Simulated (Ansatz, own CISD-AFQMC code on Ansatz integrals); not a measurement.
Constitutional and geometric isomers with formula H3B2N. All species are isolated molecules in the gas phase. One relaxed conformer stands for each flexible species; it need not be the lowest. Strings in code marks are SMILES.

Quantity: electronic energy of isomers of H3B2N relative to `B=NB`, in kcal/mol. AFQMC values (own CISD-AFQMC code on Ansatz (an electronic-structure program) integrals) carry a statistical error of up to ±0.35 kcal/mol (one standard error) and the bias of the phaseless constraint.

Case: `BB=N`. Geometry of `BB=N` (neutral, multiplicity 1, Å):

```xyz
6

B     -1.1808     0.2176     0.9119
B      0.4444    -0.0819     0.8643
N      1.6639    -0.3068     0.8285
H     -1.5967     1.3205     1.0732
H     -1.9706    -0.6633     0.7857
H      2.6398    -0.4862     0.7998
```

Q: Give the electronic energy of isomers of H3B2N relative to `B=NB` at the level composite: frozen-core CCSD(T) with HF/cc-pVQZ and the correlation energy extrapolated as X^-3 from cc-pVTZ and cc-pVQZ, plus phaseless AFQMC minus CCSD(T) in cc-pVDZ // B3LYP-D3(BJ)/def2-TZVP (Ansatz).

A: 26.6 kcal/mol.
